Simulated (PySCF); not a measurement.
Si(H)2(Br)(OMe) (CH₅BrOSi), SMILES CO[SiH2]Br.

Geometry: PBE0-D3(BJ)/def2-SVP. One conformer was computed; it need not be the lowest.

These are TDA-M06-2X/def2-SVPD (PySCF) values and carry that method's errors.

Vertical excitations. 

Computed excitation energies, oscillator strengths and character:
```
state  energy (eV)  λ (nm)      f                                                                   main pairs
-----  -----------  ------  -----  ---------------------------------------------------------------------------
S1            7.11     174  0.030                                                               HOMO→LUMO 87 %
S2            7.41     167  0.031                                                             HOMO−1→LUMO 82 %
S3            7.51     165  0.006                                           HOMO→LUMO+1 47 %, HOMO→LUMO+2 31 %
S4            7.84     158  0.004                   HOMO−2→LUMO+1 41 %, HOMO−1→LUMO+1 19 %, HOMO−2→LUMO+2 19 %
S5            7.98     155  0.013                      HOMO−2→LUMO 44 %, HOMO−1→LUMO+1 18 %, HOMO−2→LUMO+2 9 %
S6            8.00     155  0.003                                           HOMO→LUMO+2 53 %, HOMO→LUMO+1 26 %
S7            8.18     152  0.094                     HOMO−1→LUMO+1 34 %, HOMO−2→LUMO 24 %, HOMO−2→LUMO+1 11 %
S8            8.38     148  0.034                                                           HOMO−1→LUMO+2 67 %
S9            8.57     145  0.004                                       HOMO−3→LUMO+1 55 %, HOMO−3→LUMO+2 24 %
S10           8.62     144  0.051                   HOMO−2→LUMO+2 37 %, HOMO−2→LUMO+1 29 %, HOMO−2→LUMO+3 13 %
T1            6.76     184      0                                                               HOMO→LUMO 84 %
T2            7.01     177      0                                                             HOMO−1→LUMO 82 %
T3            7.27     171      0                                           HOMO→LUMO+1 39 %, HOMO→LUMO+2 27 %
T4            7.49     165      0  HOMO−1→LUMO+1 23 %, HOMO−2→LUMO 20 %, HOMO−1→LUMO+2 16 %, HOMO−2→LUMO+2 7 %
```
Triplets are in the Tamm–Dancoff approximation.
